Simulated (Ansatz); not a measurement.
`CSC#N` and `C[SiH2]SC#N` differ in one atom or group.

Ansatz, PBE0-D4/def2-TZVP geometries, multiplicity 1. Each molecule was computed in one conformer, which needn't be the lowest.

```csv
property,`CSC#N`
HOMO energy (PBE/def2-TZVPP) / eV,-6.44
HOMO energy (B3LYP/def2-TZVPP) / eV,-7.43
HOMO–LUMO gap (ωB97M-V/def2-TZVPP) / eV,11.06
size of the dipole moment (ωB97M-V/def2-TZVPP) / D,4.22
LUMO energy (PBE/def2-TZVPP) / eV,-1.84
HOMO energy (ωB97M-V/def2-TZVPP) / eV,-9.79
```

Question: What does the change do to each property? (Best estimate.)

Answer: The calculation gave: 
| property | `C[SiH2]SC#N` | shift |
| --- | --- | --- |
| HOMO energy (PBE/def2-TZVPP) / eV | -6.68 | -0.24 |
| HOMO energy (B3LYP/def2-TZVPP) / eV | -7.64 | -0.21 |
| HOMO–LUMO gap (ωB97M-V/def2-TZVPP) / eV | 11.39 | 0.33 |
| size of the dipole moment (ωB97M-V/def2-TZVPP) / D | 4.02 | -0.20 |
| LUMO energy (PBE/def2-TZVPP) / eV | -1.47 | 0.37 |
| HOMO energy (ωB97M-V/def2-TZVPP) / eV | -10.00 | -0.21 |

With PBE0 the HOMO falls by 0.23 eV and the LUMO rises by 0.30 eV, so the gap widens by about 0.53 eV. PBE moves the HOMO by -0.24 eV and ωB97M-V by -0.21 eV. Dipoles are sizes alone; their direction can turn.

B3LYP here is the variant with VWN-RPA as its local correlation; programs differ in this.
